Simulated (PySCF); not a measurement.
C₂H₅NO₂Si, SMILES O[Si@@H]1C=NCO1.

Geometry: ωB97X-D3(BJ)/def2-SVP. The structure was generated by enumeration; whether it is a known compound was not checked. The values are those of a single conformer.

Two levels are set side by side: PBE/def2-TZVP (PySCF) and B3LYP/def2-TZVP (PySCF). Same geometry, gas phase. Differences are taken from unrounded values.

```csv
quantity,B3LYP,PBE,PBE minus B3LYP
orbital gap (eV),5.88,3.86,-2.02
highest occupied level (eV),-7.26,-6.01,1.24
lowest empty level (eV),-1.38,-2.16,-0.78
dipole moment (D),0.89,0.90,0.01
mean polarisability (bohr³),57.4,59.8,2.4
```

Without exact exchange PBE keeps part of each electron's self-repulsion, which lifts occupied levels and narrows the gap. Loosely held outer electrons make PBE densities more polarisable. Differences between two approximate levels are no errors against the true value.

Rough cost on one machine, each run with all the roots and properties that it gave: B3LYP against PBE within a factor of 2.
